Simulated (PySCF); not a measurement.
Al(Cl)(F)(SMe) (CH₃AlClFS), SMILES C[S][Al]([F])[Cl]. Atoms are numbered in the order given.

```xyz
8

Al     0.2839    -0.3915     0.0000
Cl    -0.4562    -2.3366     0.0000
F      1.9270    -0.1456     0.0000
S     -1.0082     1.3259     0.0000
C      0.2375     2.6737     0.0000
H      1.2642     2.2862     0.0000
H      0.0816     3.2891     0.8956
H      0.0816     3.2891    -0.8956
```
Charge 0, spin multiplicity 1.

The structure is a stationary point at PBE0-D3(BJ)/def2-SVP. The structure was generated by enumeration; whether it is a known compound was not checked. The values are those of a single conformer.

All values below come from PBE/def2-TZVP (PySCF).

Atomic charges (e):

| atom | Mulliken | Löwdin |
|---|---|---|
| Al1 | 0.54 | -0.64 |
| Cl2 | ? | 0.33 |
| F3 | -0.30 | -0.01 |
| S4 | ? | 0.44 |
| C5 | ? | -0.49 |
| H6 | 0.16 | 0.12 |
| H7 | 0.15 | 0.12 |
| H8 | 0.15 | 0.12 |

Problem. Complete the blanks. (The exact figures need the calculation; the answer reports its results.)

Solution. 
- Cl2, Mulliken: -0.20
- S4, Mulliken: -0.17
- C5, Mulliken: -0.33
